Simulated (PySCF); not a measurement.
## TDDFT excited states: C9H10F2

Species: PhCF2CH2CH3, C₉H₁₀F₂.
Geometry (PBE0-D3(BJ)/def2-SVP, Å), atoms numbered from 1 in this order:
```
atom  x, y, z in Å
C1     3.331    0.037    0.113
C2     1.895   -0.013   -0.378
C3     0.879    0.071    0.746
F4     1.084    1.228    1.439
F5     1.106   -0.945    1.626
C6    -0.553    0.020    0.272
C7    -1.225   -1.201    0.193
C8    -2.529   -1.249   -0.295
C9    -3.166   -0.080   -0.706
C10   -2.498    1.141   -0.623
C11   -1.194    1.192   -0.135
H12    3.528    0.975    0.653
H13    4.033   -0.025   -0.731
H14    3.542   -0.797    0.796
H15    1.681    0.817   -1.071
H16    1.692   -0.942   -0.933
H17   -0.724   -2.112    0.528
H18   -3.052   -2.207   -0.349
H19   -4.189   -0.119   -1.089
H20   -2.996    2.061   -0.937
H21   -0.671    2.147   -0.055
```

Method used: TDDFT PBE0/def2-SVPD, vertical, gas phase, core orbitals frozen in the response (PySCF).

| state | E (eV) | λ (nm) | ν̃ (cm⁻¹) | f | \|μ\| (D) | main configurations (H = HOMO, L = LUMO) |
| --- | --- | --- | --- | --- | --- | --- |
| S1 | 5.44 | 228.0 | 43870 | 0.0008 | 0.19 | H-1→L (52%), H→L+1 (47%) |
| S2 | 6.11 | 202.9 | 49280 | 0.024 | 1.02 | H→L (62%), H-1→L+1 (37%) |
| S3 | 6.98 | 177.7 | 56280 | 0.394 | 3.86 | H→L+1 (43%), H-1→L (40%), H-1→L+2 (9%) |
| S4 | 6.99 | 177.3 | 56400 | 0.748 | 5.31 | H-1→L+1 (54%), H→L (31%) |
| S5 | 7.22 | 171.8 | 58200 | 0.053 | 1.39 | H→L+2 (82%), H→L+3 (13%) |
| S6 | 7.25 | 171.1 | 58440 | 0.051 | 1.36 | H-1→L+2 (76%), H-1→L+3 (15%) |
| S7 | 7.32 | 169.3 | 59050 | 0.018 | 0.81 | H-2→L (90%) |
| S8 | 7.47 | 166.1 | 60220 | 0.0009 | 0.18 | H-2→L+1 (86%) |
| S9 | 7.63 | 162.4 | 61580 | 0.0005 | 0.13 | H-4→L (74%), H-3→L (20%) |
| S10 | 7.74 | 160.2 | 62440 | 0.030 | 1.00 | H→L+3 (76%), H→L+2 (10%) |

Triplets, Tamm–Dancoff:

| state | E (eV) | λ (nm) | main configurations (H = HOMO, L = LUMO) |
| --- | --- | --- | --- |
| T1 | 4.05 | 305.9 | H→L (55%), H-1→L+1 (41%) |
| T2 | 4.72 | 262.4 | H-1→L (63%), H→L+1 (36%) |
| T3 | 4.74 | 261.7 | H-1→L+1 (57%), H→L (42%) |
| T4 | 5.13 | 241.7 | H→L+1 (63%), H-1→L (36%) |

The lowest singlet comes at 228 nm (525 kJ/mol) in the ultraviolet; it is very weak; its leading configuration is HOMO-1→LUMO (52%). The most intense listed level is S4 at 6.99 eV (177 nm, f = 0.748), 1.55 eV above S1. Löwdin shares by element: HOMO carbon 70% or more (atoms not listed hold the other 30%); LUMO carbon 64% or more (atoms not listed hold the other 36%). Weighted by f, the mean energy of these states is 7.01 eV. Of the 10 states listed, 7 reach f = 0.01 and 1 stays under 0.0005. The listed states span 2.30 eV, and the widest gap between neighbours is 0.87 eV (S2 to S3). Only the lowest 10 singlets were computed, as vertical energies without vibronic structure.

One conformer stands for the species.
